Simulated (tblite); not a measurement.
C6H12N (doublet state).
Numbering: `[CH2:1]1[CH2:2][CH2:3][CH2:4][N:5][CH2:6][CH2:7]1` (hydrogens: H8, H9 on C1; H10, H11 on C2; H12, H13 on C3; H14, H15 on C4; H16, H17 on C6; H18, H19 on C7)

Computed geometry: GFN2-xTB, gas phase. This method treats the open shell by occupation alone, without spin polarisation.

(1) What internal coordinates does the optimisation give?

## Answers

(1) 
```
                   bond  length (bohr)
                  C1–C2          2.882
           C3–C4, C6–C7          2.912
           C4–N5, N5–C6          2.655
           C1–C7, C2–C3          2.884
 C1–H8 and 3 like bonds          2.066
C3–H12 and 3 like bonds          2.064
C4–H14 and 3 like bonds          2.082
```

Bonds in one row agree within 0.02 bohr and their mean is given. A selection of angles:
```
     angle  degrees
  C2–C1–C7    113.3
  C2–C1–H8    109.3
  C7–C1–H8    109.2
  H8–C1–H9    107.5
  C2–C3–C4    114.3
 C2–C3–H12    109.9
 C4–C3–H12    108.5
 C4–C3–H13    107.4
H12–C3–H13    107.8
  C3–C4–N5    118.1
 C3–C4–H14    109.4
 C3–C4–H15    107.4
 N5–C4–H14    105.9
 N5–C4–H15    109.0
H14–C4–H15    106.4
  C4–N5–C6    120.4
  N5–C6–C7    119.8
 N5–C6–H17    107.7
  C1–C7–C6    114.5
 C1–C7–H19    108.5
```

Dihedral angles: C7–C1–C2–C3 60° (synclinal); C1–C2–C3–C4 -71° (synclinal); C2–C3–C4–N5 83° (synclinal); C3–C4–N5–C6 -42° (synclinal); C4–N5–C6–C7 -29° (synperiplanar); N5–C6–C7–C1 79° (synclinal); C2–C1–C7–C6 -73° (synclinal). The mirror-image conformer, all signs reversed, is as good.

The 7-membered ring C1–C2–C3–C4–N5–C6–C7 has internal angles of 113.2° to 120.4° (sum 814°, against 900° for a flat polygon); it is puckered, 0.29 Å rms from its mean plane, widest ring torsion 83°. Of the pairs four or more bonds apart, H11···H15 is among the closest relative to their van der Waals radii: 2.38 Å, 99 % of the sum of Bondi's values.

Point group: near C2, missed by 0.14 Å at most; the miss may be what the optimiser left on a soft mode. GFN2-xTB frequencies show an imaginary mode (38i cm⁻¹), so the point is no minimum at that level. 2 starts were optimised and ended at 0.00 and 2.34 kcal/mol (GFN2-xTB); the lowest of these is shown.
